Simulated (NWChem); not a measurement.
Molecule: BH2SeOF; SMILES OB(F)[SeH]

```xyz
6

B      0.0095    -0.9670     0.0000
F     -1.1572    -1.6198     0.0000
O      1.1851    -1.6375     0.0000
H      1.0477    -2.5990     0.0000
Se    -0.0467     0.9992     0.0000
H      1.4265     1.1400     0.0000
```
Atoms are numbered in this order, from 1.

Computed with NWChem. Coordinates come from a B3LYP/6-31G* (spherical d) optimisation.

Among these, which level gives the lowest value of “dipole (D)”?
A. PBE/def2-SVP
B. LRC-wPBEh/def2-SVP
C. HCTH/407/def2-SVP
D. CAM-B3LYP/def2-SVP

C, HCTH/407/def2-SVP. Values: HCTH/407/def2-SVP 1.74; PBE/def2-SVP 1.82; CAM-B3LYP/def2-SVP 1.87; LRC-wPBEh/def2-SVP 1.94
